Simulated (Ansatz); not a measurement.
def2 core potentials replace the inner electrons of Sn. The geometry has C3v symmetry (within 0.05 Å) and had no frequency check at the DFT level, so a distortion to lower symmetry isn't ruled out.

Species: CCl₃F₃Sn, SMILES `F[C](F)(F)[Sn]([Cl])([Cl])[Cl]` with one electron added (charge -1, multiplicity 2).

Question: Give a relaxed geometry from Ansatz (an electronic-structure program) with PBE0-D3(BJ)/def2-SVP.

Answer: the end point of this relaxation (outside a Z-matrix the atoms follow the SMILES, hydrogens last).
Z-matrix (Å, degrees):
```
C
F 1 1.3463
F 1 1.3463 2 106.23
F 1 1.3463 2 106.23 3 -112.83
Sn 1 2.2529 2 112.55 3 123.59
Cl 5 2.4986 1 92.99 2 -60.11
Cl 5 2.4987 1 92.99 2 179.90
Cl 5 2.4987 1 92.99 2 59.88
```
